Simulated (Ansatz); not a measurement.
Total energies of `[CH3][Ga][O][SiH3]` radical.

```tsv
atom	x (Å)	y (Å)	z (Å)
C1	-0.4846	0.0427	2.4285
Ga2	-1.0167	0.4861	0.5511
O3	0.2092	-0.0508	-0.6583
Si4	0.5207	-0.0762	-2.2563
H5	-1.2212	0.3861	3.1517
H6	0.4816	0.5172	2.6126
H7	-0.3710	-1.0420	2.4862
H8	-0.5817	0.5475	-3.0445
H9	1.7762	0.6691	-2.5469
H10	0.6874	-1.4797	-2.7239
```

Charge 0, multiplicity 2. Correlated methods include outer-core shells of Ga, which these sets cover unevenly. Scalar relativity is left out up to krypton. The structure was optimised at the PBE0-D4/def2-TZVP level. It is one conformer, not always the lowest. Basis def2-TZVPP, the Gaussian-basis code of Ansatz.

RPA on PBE orbitals: Hartree–Fock energy of these orbitals -2328.44963 Eh, correlation -1.24250 Eh (frozen core).

```json
{"functional": "LDA (SPW92)", "energy without D4 (Eh)": "-2326.24229", "D4 term (kJ/mol)": "–"}
{"functional": "revPBE", "energy without D4 (Eh)": "-2331.13999", "D4 term (kJ/mol)": "-52.5"}
{"functional": "BLYP", "energy without D4 (Eh)": "-2331.41230", "D4 term (kJ/mol)": "-40.1"}
{"functional": "PBE0", "energy without D4 (Eh)": "-2330.87088", "D4 term (kJ/mol)": "-15.6"}
{"functional": "B3LYP", "energy without D4 (Eh)": "-2331.46341", "D4 term (kJ/mol)": "-30.0"}
{"functional": "r2SCANh", "energy without D4 (Eh)": "-2331.26502", "D4 term (kJ/mol)": "-4.8"}
{"functional": "HSE06 (plane-wave form)", "energy without D4 (Eh)": "-2330.85763", "D4 term (kJ/mol)": "-14.7"}
{"functional": "BHLYP", "energy without D4 (Eh)": "-2331.29749", "D4 term (kJ/mol)": "-25.1"}
{"functional": "CAM-B3LYP", "energy without D4 (Eh)": "-2331.46064", "D4 term (kJ/mol)": "-16.1"}
{"functional": "LC-ωPBE", "energy without D4 (Eh)": "-2330.96907", "D4 term (kJ/mol)": "–"}
{"functional": "ωB97X-V", "energy without D4 (Eh)": "-2331.11850", "D4 term (kJ/mol)": "–"}
{"functional": "ωB97M-V", "energy without D4 (Eh)": "-2331.20122", "D4 term (kJ/mol)": "–"}
{"functional": "B2PLYP", "energy without D4 (Eh)": "-2330.81024", "D4 term (kJ/mol)": "–"}
{"functional": "PBE-QIDH", "energy without D4 (Eh)": "-2330.43524", "D4 term (kJ/mol)": "–"}
```

Question: Give the same for PBE, r2SCAN, B97M-V, r2SCAN0. (An estimate is asked.)

Answer: The calculation gave: 
```csv
functional,energy without D4 (Eh),D4 term (kJ/mol)
PBE,-2330.79356,-18.4
r2SCAN,-2331.28357,-4.4
B97M-V,-2330.91437,–
r2SCAN0,-2331.23881,-5.3
```

B3LYP takes the VWN-RPA correlation (the form of Gaussian; ORCA's B3LYP/G). HSE06 is the plane-wave form, built on full-range PBE exchange. The double hybrids freeze the cores in their second-order part.

LC-ωPBE has ω = 0.4 bohr⁻¹.
